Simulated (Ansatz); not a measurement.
`[OH][Y]([F])[F]` + HCl → `[F][Y]([F])[Cl]` + H₂O at 298.15 K and 1 bar (ligand exchange at a Y–O bond).

Isolated molecules relaxed with PBE0-D4/def2-TZVP in Ansatz; ΔE leaves out vibrations. CBS: MP2 limit from def2 TZ/QZ plus the TZ coupled-cluster correction, frozen cores. This one scheme is used for every species. def2 core potentials past Kr. For Y outer-core shells are correlated without core-valence functions, which leaves a few kJ/mol of doubt a bond. Each species was taken in one conformer, which may not be the lowest.

```json
{"species": "`[OH][Y]([F])[F]`", "CCSD(T)/CBS energy (Eh)": "-313.85352", "H − E (kJ/mol)": "59.6", "S (J/(mol·K))": "336.5"}
{"species": "HCl", "CCSD(T)/CBS energy (Eh)": "-460.38127", "H − E (kJ/mol)": "26.6", "S (J/(mol·K))": "186.8"}
{"species": "`[F][Y]([F])[Cl]`", "CCSD(T)/CBS energy (Eh)": "-697.87737", "H − E (kJ/mol)": "28.6", "S (J/(mol·K))": "338.1"}
{"species": "H₂O", "CCSD(T)/CBS energy (Eh)": "-76.37941", "H − E (kJ/mol)": "66.4", "S (J/(mol·K))": "188.7"}
```

H − E and S are ideal-gas, rigid-rotor, harmonic terms from PBE0-D4/def2-TZVP, for one conformer and one mirror image of each species. 1 Eh = 2625.50 kJ/mol, R = 8.31446 J/(mol·K).

By hand: ΔE, ΔH, ΔS and ΔG.

ΔE = (-697.87737) + (-76.37941) − (-313.85352) − (-460.38127) = -0.02199 Eh = -57.7 kJ/mol. Δ(H − E) = 28.6 + 66.4 − 59.6 − 26.6 = 8.8, so ΔH = -48.9 kJ/mol. ΔS = 338.1 + 188.7 − 336.5 − 186.8 = 3.5 J/(mol·K). ΔG = -48.9 − 298.15 × (3.5)/1000 = -49.9 kJ/mol.

By hand: the equilibrium constant, and the temperature at which ΔG would vanish if ΔH and ΔS stayed fixed.

log₁₀ K = −ΔG/(RT ln 10) = 8.7. ΔH and −TΔS have one sign here, so there is no such temperature.

The number of gas molecules stays the same, so ΔS is small and ΔH decides. A doubt of 5 kJ/mol in ΔE shifts log₁₀ K by 0.9 here. Other conformers and mirror images would add mixing entropy, several J/(mol·K) or more a flexible species. Modes under 60 cm⁻¹, often nearly free rotors, make the harmonic entropy too high. These are equilibria of isolated gas molecules and say nothing of rates. Largest T1 diagnostic: 0.015 (customary marks: 0.02 for closed shells, 0.045 for open ones).

ΔS is within the doubt of such terms, so its sign, and with it that verdict, could turn.
